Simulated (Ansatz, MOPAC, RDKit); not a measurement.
Dimer: N2 (SMILES N#N) (first 2 atoms) with CHN (SMILES C#N); geometry from B3LYP-D3(BJ)/def2-TZVP.
(charge 0, multiplicity 1):
```xyz
5

N      0.0639     0.3230    -1.0964
N      0.0305     0.1182    -0.0260
C     -0.0773    -0.5492     3.4218
N     -0.1126    -0.7676     4.5466
H     -0.0445    -0.3447     2.3738
```

Counterpoise-corrected where a basis set is named; no monomer relaxation. RDKit's UFF carries no charges.

The state that PM7 reach isn't checked; PM7 holds dispersion and hydrogen-bond terms.

Programs: Ansatz (a program for electronic structure) with Gaussian orbitals; MOPAC for PM7 (differences of heats of formation); RDKit for the force fields. 

Question: One of these levels gives 3.7 kJ/mol for the interaction energy. Which?
A. SVWN5/def2-TZVPPD
B. UFF
C. PM7

Answer: B, UFF. The others give -4.7 (PM7), -8.4 (SVWN5/def2-TZVPPD)
